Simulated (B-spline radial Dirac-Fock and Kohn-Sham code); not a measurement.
Elastic and transport cross sections of hafnium for electrons

Model: relativistic (Dirac) partial waves in the static field of the Dirac-Fock atom with Furness-McCarthy exchange, without polarisation or absorption potentials. Program: a radial finite-basis atomic code. σ_tr1 and σ_tr2 weight the cross section with 1 − P₁ and 1 − P₂ of cos θ; "backward" is the share scattered beyond 90°.

```
energy (eV)  σ (a₀²)  σ_tr1 (a₀²)  σ_tr2 (a₀²)  σ/σ_tr1  backward (%)
       2360     6.75        0.992        0.996     6.81           6.0
       2370        ?            ?            ?        ?             ?
       2450     6.62        0.949        0.967     6.98           5.8
       2510     6.53        0.921        0.948     7.09           5.6
       2780     6.19        0.814        0.871     7.60           5.1
       3000     5.94        0.740        0.817     8.02           4.7
       3300     5.64        0.657        0.752     8.59           4.3
       5000     4.50        0.381        0.507     11.8           2.9
       6870     3.76        0.246        0.362     15.3           2.1
      10000     3.03        0.144        0.235     21.0           1.4
      13700     2.52       0.0912        0.159     27.6          0.99
      14400     2.44       0.0847        0.150     28.8          0.93
      16300     2.27       0.0705        0.127     32.2          0.80
      20000     2.00       0.0519       0.0974     38.6          0.63
      20500     1.97       0.0500       0.0942     39.5          0.61
      21300     1.93       0.0472       0.0895     40.8          0.58
      30000     1.56       0.0280       0.0561     55.5          0.38
      30400     1.54       0.0275       0.0551     56.2          0.37
      30900     1.53       0.0268       0.0538     57.0          0.37
      41600     1.27       0.0170       0.0354     74.7          0.25
```

**Question.** Fill in the row for 2.37 keV.

**Answer.** σ = 6.74 a₀², σ_tr1 = 0.987 a₀², σ_tr2 = 0.993 a₀², σ/σ_tr1 = 6.83, backward 5.9 %. The ratio σ/σ_tr1 is roughly the number of elastic collisions that randomise the direction.

Values without a named source are computed, but for edge energies of neutral atoms, which are taken from tables.
